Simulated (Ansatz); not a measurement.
Mg₆S₅F₂⁺. Total charge 1; doublet. Geometry PBE-D4/def2-SVP, that of the neutral singlet; atoms count from 1.

Cartesian coordinates in Å:
```
Mg -1.8242 -1.0793 1.5794
S 0.0331 0.3954 2.5285
S -0.7632 -2.9052 0.3635
Mg 1.0695 -1.3728 0.8645
Mg 1.8578 1.5046 1.1274
S 3.0134 -0.2552 -0.1004
S -3.0161 0.2235 -0.0990
Mg -1.3080 -1.1437 -1.3727
Mg -1.0526 1.5750 0.4303
S 0.7607 2.8744 -0.5630
Mg 1.2685 0.6644 -1.6892
F -0.0345 -0.4284 -2.7303
F -0.0044 -0.0527 -0.3390
```

(1) Estimate the Mulliken populations from the PBE0/def2-SVP orbitals of Ansatz.

(2) Where does the spin sit?

(3) And the Mayer bond orders between heavy atoms (over 0.3)?

Answers

(1) 
```tsv
atom	charge (e)	spin (α − β)
Mg1	0.52	-0.03
S2	-0.59	0.00
S3	-0.45	0.28
Mg4	0.83	-0.01
Mg5	0.52	-0.03
S6	-0.45	0.28
S7	-0.45	0.28
Mg8	0.82	-0.02
Mg9	0.83	-0.01
S10	-0.45	0.28
Mg11	0.82	-0.02
F12	-0.48	0.00
F13	-0.47	0.00
```
Mulliken values depend strongly on the basis.

(2) Summed by element: Mg -0.12, S 1.12, F 0.00, of 1 unpaired in all. Largest on single atoms: S6 0.28, S10 0.28, S3 0.28.

(3) Mg1–S2 0.63 (2.55 Å); Mg1–S3 0.75 (2.44 Å); Mg1–S7 0.75 (2.44 Å); S2–Mg4 0.43 (2.64 Å); S2–Mg5 0.63 (2.55 Å); S2–Mg9 0.43 (2.64 Å); S3–Mg4 0.62 (2.44 Å); S3–Mg8 0.58 (2.53 Å); Mg4–S6 0.62 (2.44 Å); Mg5–S6 0.75 (2.44 Å); Mg5–S10 0.75 (2.44 Å); S6–Mg11 0.58 (2.53 Å); S7–Mg8 0.59 (2.53 Å); S7–Mg9 0.62 (2.44 Å); Mg8–F12 0.49 (1.99 Å); Mg9–S10 0.62 (2.44 Å); S10–Mg11 0.59 (2.53 Å); Mg11–F12 0.49 (1.99 Å).
